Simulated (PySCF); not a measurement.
Dipole moment and polarisability of `c1ccc(C2CC2)pc1`

Compound: C₈H₉P.
SMILES with atom numbers: `[cH:1]1[cH:2][cH:3][c:4]([CH:5]2[CH2:6][CH2:7]2)[p:8][cH:9]1` (hydrogens: H10 on C1; H11 on C2; H12 on C3; H13 on C5; H14, H15 on C6; H16, H17 on C7; H18 on C9)

Geometry (PBE0-D3(BJ)/def2-SVP, Å), atoms numbered from 1 in this order:
```xyz
18
C8H9P angstrom
C      2.6937   -0.1767   -0.3351
C      2.0824    0.9239    0.2622
C      0.7032    1.0208    0.4434
C     -0.2244    0.0499    0.0592
C     -1.6631    0.3122    0.3270
C     -2.6090   -0.8015    0.7102
C     -2.7385   -0.1556   -0.6248
P      0.2480   -1.4543   -0.7206
C      1.9685   -1.2693   -0.7981
H      3.7830   -0.1781   -0.4420
H      2.7090    1.7512    0.6054
H      0.3165    1.9272    0.9235
H     -1.8456    1.2764    0.8124
H     -3.3593   -0.5877    1.4760
H     -2.1853   -1.8098    0.7543
H     -2.4027   -0.7186   -1.5015
H     -3.5817    0.5153   -0.8092
H      2.5181   -2.0988   -1.2563
```

Level: CAM-B3LYP/def2-SVPD (PySCF), static field, nuclei fixed, core orbitals frozen in the response. The polarisability tensor in these axes (au):

```
x   150.71   5.18  -4.60
y     5.18 111.22  15.86
z    -4.60  15.86  85.93
```

Q: Diagonalise the tensor; give its mean and Δα, where Δα² is half the sum of the squared differences of the eigenvalues.

A: Principal values 77.73, 118.65 and 151.49 au; mean 115.95 au = 17.18 Å³ = 19.12 × 10⁻⁴⁰ C²·m²/J; Δα = 64.01 au (55 % of the mean).

Q: What is the dipole moment, and where does it point?

A: (0.17, 1.23, 0.58) D, 1.37 D in size, pointing from the negative to the positive side. Measured along this direction, the outermost atoms are H18 at the negative end and H11 and H12 at the positive end.

Q: Along which axes do the principal values lie, and how far do the nuclei extend along each?

A: Largest value along (0.99, 0.11, -0.04), where the nuclei span 7.22 Å; middle along (-0.08, 0.89, 0.44), 4.74 Å; least along (0.09, -0.44, 0.90), 2.55 Å. The response follows the extents in order.

Q: Find the Langevin capture rate constant for O2+ (31.990 u) meeting this molecule (136.044 u), k = 2.342 × 10⁻⁹ cm³/s × √(α in Å³ / reduced mass in u).

A: The reduced mass is 25.90 u, so k = 1.91 × 10⁻⁹ cm³/s. The formula leaves out the permanent dipole, which adds to the capture rate.

Q: Molar refractivity from α?

A: Lorentz–Lorenz: R = (4π/3)N_A α = 2.5225 cm³/(mol·Å³) × 17.18 Å³ = 43.3 cm³/mol, in the limit of long wavelengths.

Geometry: PBE0-D3(BJ)/def2-SVP, one conformer, isolated molecule.
